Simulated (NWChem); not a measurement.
Molecule: SiNH$_{3}$O, singlet; SMILES N[Si]O

```xyz
6

Si    -0.6530     0.0520     0.0000
O      0.4150     1.3419     0.0000
H      1.3679     1.1961     0.0000
N      0.4225    -1.3015     0.0000
H      1.4399    -1.3000     0.0000
H      0.0568    -2.2487     0.0000
```
Atoms are numbered in this order, from 1.

Low-valent species are run as closed-shell singlets; no triplet was tried in these runs. Structure relaxed at the PBE0/def2-SVP level.

Symmetry labels are those of Cs in the frame above (b1 and b2, or b-type labels, depend on it).

### Question
List the 4 lowest vertical singlet excitations from PBE0/def2-SVP, full TDDFT (NWChem).

### Answer
```
state  energy (eV)  oscillator strength  symmetry  leading excitation (squared amplitude)
-----  -----------  -------------------  --------  --------------------------------------
S1            5.45                0.135        a"                      HOMO → LUMO (1.00)
S2            6.55                0.009        a'                    HOMO−1 → LUMO (0.80)
S3            7.05                0.118        a'                    HOMO → LUMO+2 (0.94)
S4            7.44                0.416        a'                    HOMO → LUMO+1 (0.77)
```
